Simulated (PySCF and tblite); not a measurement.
Results of a calculation; reference values are marked as such.
**Dynamics report: rotation**

System: C₃H₃BrO₂, numbered as in [O:1]=[CH:2]/[C:3]([Br:4])=[CH:5]/[OH:6].

Motion: rotation about the C5–O6 bond (torsion C3–C5–O6–H from 0° to 180°, rising). The path came from a restrained scan, a climbing-image band and a saddle search at GFN2-xTB; energies are PBE0/pcSseg-1 + D3(BJ)//GFN2-xTB, thermal terms GFN2-xTB. Rates follow Eyring's equation with the number of equivalent paths and no tunnelling. Run with tblite and PySCF.

```tsv
point	symmetry	E(GFN2) kcal/mol	E(DFT) kcal/mol	ZPE change kcal/mol	lowest mode cm⁻¹	dipole D
start	Cs	0.0	0.0	0.00	147	2.55
saddle	C1	11.7	11.1	-1.12	613i	2.39
end	Cs	4.6	4.2	-0.07	134	3.17
```

```json
{
  "Electronic barrier": "11.1 kcal/mol",
  "Barrier with zero-point energy": "9.9 kcal/mol",
  "ΔH‡ (298 K)": "9.9 kcal/mol",
  "ΔS‡ (298 K, symmetry apart)": "0.2 cal/(mol K)",
  "Paths": "2 equivalent paths",
  "End point": "a different minimum",
  "Mean lifetime of the start against this motion at 298 K": "1.4 µs",
  "Cost": "41 s on 1 thread of Arm Neoverse V1 (shared host) (rough), peak memory 0.76 GiB, launched as `OMP_NUM_THREADS=1 python ens_run.py task.json out`"
}
```

| T/K | ΔG‡ kcal/mol | k s⁻¹ | ΔG kcal/mol | k back s⁻¹ |
| --- | --- | --- | --- | --- |
| 200 | 9.9 | 136 | 4.1 | 4×10⁶ |
| 250 | 9.9 | 2.5×10⁴ | 4.1 | 8.9×10⁷ |
| 298 | 9.9 | 7.4×10⁵ | 4.0 | 6.7×10⁸ |
| 350 | 9.9 | 1×10⁷ | 4.0 | 3.2×10⁹ |
| 400 | 9.9 | 6.6×10⁷ | 4.0 | 9.8×10⁹ |
| 500 | 9.9 | 9.5×10⁸ | 3.9 | 4.8×10¹⁰ |

ΔG and ΔG‡ leave out symmetry numbers and mirror images; rates count paths: 2 out, 2 back.

Spin–orbit effects of heavy atoms on shieldings are missing.
